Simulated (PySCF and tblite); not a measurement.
The numbers below are computed, except where a source is named.
System: C8H7NS, numbered as in [cH:1]1[cH:2][nH:3][c:4](-[c:5]2[cH:6][cH:7][cH:8][s:9]2)[cH:10]1.

Motion: rotation about the C4–C5 bond (torsion N3–C4–C5–C6 from -180° to 0°, rising). GFN2-xTB gives an electronic barrier of 5.7 kcal/mol and a reaction energy of 0.8 kcal/mol.

(1) What does BP86/pcSseg-1 + D3(BJ), IEF-PCM cyclohexane give on GFN2-xTB geometries?

Programs: tblite and PySCF.

Results:

(1) A barrier of 2.1 kcal/mol, 3.6 below the tight-binding barrier (from unrounded values), a reaction energy of -0.2 kcal/mol and, with GFN2-xTB thermal terms, ΔG‡(298 K) = 2.5 kcal/mol and k = 1.7×10¹¹ s⁻¹ (2 equivalent paths).
